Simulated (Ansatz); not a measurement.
Computed with Ansatz on PBE0-D4/def2-TZVP structures; ΔE is electronic, products minus reactants. CCSD(T)/CBS is the MP2 limit (def2-TZVPP, def2-QZVPP) plus CCSD(T) − MP2 in def2-TZVPP, frozen cores. DFT in def2-TZVPP. No spin–orbit coupling; open shells (•) take unrestricted orbitals. For Ge outer-core shells are correlated without core-valence functions, which leaves a few kJ/mol of doubt a bond. Scalar relativity is left out up to krypton. Each species was taken in one conformer, which may not be the lowest.

Consider the homolysis of the Ge–S bond: `N[SiH2][S][GeH3]` → `[GeH3]`• + `N[SiH2][S]`•.

```csv
level,ΔE (kJ/mol)
r2SCAN0,325.6
MP2/def2-TZVPP,362.5
```

Q: What does CCSD(T)/CBS give? (An estimate is asked.)

A: Ansatz gave: +354.7 kJ/mol. The listed levels differ from it by -29.1, 7.8 kJ/mol.

Q: What do rigid-rotor, harmonic-oscillator terms from PBE0-D4/def2-TZVP frequencies (298.15 K, 1 bar) make of the CCSD(T)/CBS value? (Estimate.)

A: Ansatz gave: ΔZPE = -13.1 kJ/mol, ΔH = +344.0 kJ/mol, ΔS = 148 J/(mol·K), ΔG = +299.8 kJ/mol. Open shells count their whole term as degenerate. Modes under 50 cm⁻¹ make the entropy rough.

Largest T1 diagnostic among the species: 0.017.

Leaving LDA and LC-ωPBE aside and taking each functional with its dispersion term where it has one, the values, not all of them listed here, spread over 36.5 kJ/mol, from BLYP-D4 to PBE-QIDH. LDA lies +55.8 kJ/mol from PBE without D4, its usual overbinding. From PBE to PBE0 (25 % exact exchange), in def2-TZVPP and without D4, ΔE moves by +8.0 kJ/mol.
